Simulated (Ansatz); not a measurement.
AlBCl₂H₃N (`N[BH][Al]([Cl])[Cl]`), relaxed with RKS PBE0-D4/def2-TZVP in the Gaussian-basis code of Ansatz from a PBE-D4/def2-SVP geometry. The force threshold is 0.005 eV/Å; the program also tests the step.

Charge 0, multiplicity 1.

Start:

```xyz
8

N    -1.253   -0.719    0.377
B    -0.470    0.411    0.619
Al    1.298    0.530   -0.540
Cl    2.802    2.023   -0.584
Cl    1.609   -1.109   -1.880
H    -1.000   -1.441   -0.303
H    -2.135   -0.909    0.861
H    -0.852    1.215    1.450
```

```
        step  energy (eV)  largest force (eV/Å)  largest move (Å)
           1  -33850.1473                 0.529             0.000
           2  -33850.1746                 0.134             0.030
           3  -33850.1766                 0.039             0.023
           4  -33850.1774                 0.040             0.029
           5  -33850.1779                 0.020             0.013
           6  -33850.1781                 0.016             0.015
           7  -33850.1781                 0.018             0.002
           8  -33850.1781                 0.006             0.009
9 (rejected)  -33850.1779                 0.070             0.006
          10  -33850.1781                 0.004             0.002
```

End:

```xyz
8

N    -1.268   -0.718    0.393
B    -0.463    0.391    0.595
Al    1.303    0.503   -0.566
Cl    2.750    2.020   -0.535
Cl    1.676   -1.077   -1.915
H    -1.053   -1.451   -0.265
H    -2.131   -0.871    0.891
H    -0.814    1.203    1.402
```

Hardware: 2 threads of an Arm Neoverse V2 on a shared host. Wall time 55 s, peak host memory 0.49 GiB.
